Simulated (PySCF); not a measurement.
CH₉NSi₂, SMILES C[SiH2]N[SiH3].

Coordinates come from a PBE0-D3(BJ)/def2-SVP optimisation. The values are those of a single conformer.

All values below come from PBE/def2-TZVP run with PySCF.

Symmetry labels are those of the subgroup Cs that the program uses (full group Cs).

Task: List the valence orbital energies around the gap with their symmetry. (The exact figures need the calculation; the answer reports its results.)

Result: 
```json
[
 {"orbital": "HOMO−7", "symmetry": "A\"", "energy (eV)": "-10.09"},
 {"orbital": "HOMO−6", "symmetry": "A'", "energy (eV)": "-9.86"},
 {"orbital": "HOMO−5", "symmetry": "A'", "energy (eV)": "-9.02"},
 {"orbital": "HOMO−4", "symmetry": "A\"", "energy (eV)": "-8.62"},
 {"orbital": "HOMO−3", "symmetry": "A'", "energy (eV)": "-8.08"},
 {"orbital": "HOMO−2", "symmetry": "A\"", "energy (eV)": "-7.98"},
 {"orbital": "HOMO−1", "symmetry": "A'", "energy (eV)": "-7.75"},
 {"orbital": "HOMO", "symmetry": "A\"", "energy (eV)": "-6.00"},
 {"orbital": "LUMO", "symmetry": "A'", "energy (eV)": "-0.62"},
 {"orbital": "LUMO+1", "symmetry": "A'", "energy (eV)": "-0.05"},
 {"orbital": "LUMO+2", "symmetry": "A'", "energy (eV)": "0.45"},
 {"orbital": "LUMO+3", "symmetry": "A\"", "energy (eV)": "0.82"}
]
```
